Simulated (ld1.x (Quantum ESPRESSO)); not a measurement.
Reading a pseudo-wave (Te)

Columns: radius, all-electron u(r) and pseudo u(r) of the 5p shell (level -6.09 eV) of tellurium in the configuration [Kr] 4d10 5s1.75 5p4.25; PBE, scalar-relativistic, TM scheme, ld1.x (Quantum ESPRESSO) 7.5.

```csv
r (bohr),all-electron,pseudo
0.095,0.0816,-0.0022
0.190,-0.1698,-0.0088
0.285,-0.1608,-0.0198
0.380,0.0167,-0.0351
0.475,0.1929,-0.0548
0.570,0.2937,-0.0788
0.665,0.3104,-0.1071
0.760,0.2614,-0.1397
0.855,0.1709,-0.1766
0.950,0.0597,-0.2176
1.045,-0.0574,-0.2627
1.140,-0.1708,-0.3114
1.235,-0.2748,-0.3630
1.330,-0.3667,-0.4163
1.425,-0.4454,-0.4696
1.520,-0.5109,-0.5206
1.615,-0.5641,-0.5670
1.710,-0.6059,-0.6064
1.805,-0.6374,-0.6375
1.900,-0.6599,-0.6599
1.995,-0.6743,-0.6743
2.090,-0.6819,-0.6819
2.185,-0.6834,-0.6834
2.280,-0.6800,-0.6800
2.375,-0.6723,-0.6723
2.470,-0.6612,-0.6612
```

Q: How many radial nodes do the two functions have?

A: The all-electron 5p function has n − l − 1 = 3; the pseudo-wave has 0, since the states of the same l below it are removed with the core.

Q: At about which radius was the pseudo-wave matched?

A: 1.90 bohr, where the columns begin to agree (steps of 0.10 bohr).

Q: Is the pseudo-wave norm-conserving?

A: Yes: the TM scheme keeps the norm inside the radius equal to the all-electron one, which fixes the energy derivative of the logarithmic derivative at the level.
